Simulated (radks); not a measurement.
Values are calculated unless marked as measured or tabulated.
Numerical settings for the zinc ion Zn2+, [Ar] 3d10. Code: a radial shooting solver on a logarithmic mesh with Libxc functionals. Model: non-relativistic Kohn-Sham, PBE, spin-polarised, spherical densities, point nucleus. The defaults (mesh step 0.008 in ln r, mesh end at 40 bohr or more with all orbitals vanishing there, Anderson mixing 0.5 over 9 steps, residual threshold near 1e-9 with the energy settled to 1e-9 hartree or 1e-11 of itself, here a cap of 53 iterations) give E = -1778.1630 hartree and 3d at -31.081 eV in 16 iterations. Run on one thread of a shared host, so times are rough (Arm Neoverse N1): 0.18 s of CPU time, 0.18 s wall, 16 iterations on 2476 mesh points. Changes against that run (0 stands for a change within the tolerance of the run):

setting                     iterations         converged  E (mhartree)  e(3d) (meV)  CPU (s)
mesh step in ln r 0.02              16               yes             0            0     0.09
mesh step in ln r 0.05              16               yes       +0.0136            0     0.05
mesh step in ln r 0.005             16               yes             0            0     0.27
mesh end (bohr) 8                   16               yes      +0.00021      +0.0262     0.17
mesh end (bohr) 1                   13  level above zero     +5.34e+04    +2.03e+05      0.1
residual threshold 1e-05            11               yes             0       +0.266     0.14
residual threshold 0.001            10               yes             0       +0.864     0.13
mixing 1                            13               yes             0            0     0.16
linear mixing, mixing 0.8           53                no     +1.41e+04    -1.25e+05     0.98
linear mixing, mixing 0.05          53                no         +1.08     -1.7e+03     0.51
mixing history 3                    18               yes             0            0     0.19
iteration cap 5                      5                no           +24    +2.03e+03     0.06

Settled on a wrong energy, with an occupied level pushed above zero by the early mesh end: mesh end (bohr) 1 (+53.4 hartree). Apart from these: no run marked as converged misses the energy by more than 1 mhartree. A mesh that ends early acts as a hard wall.
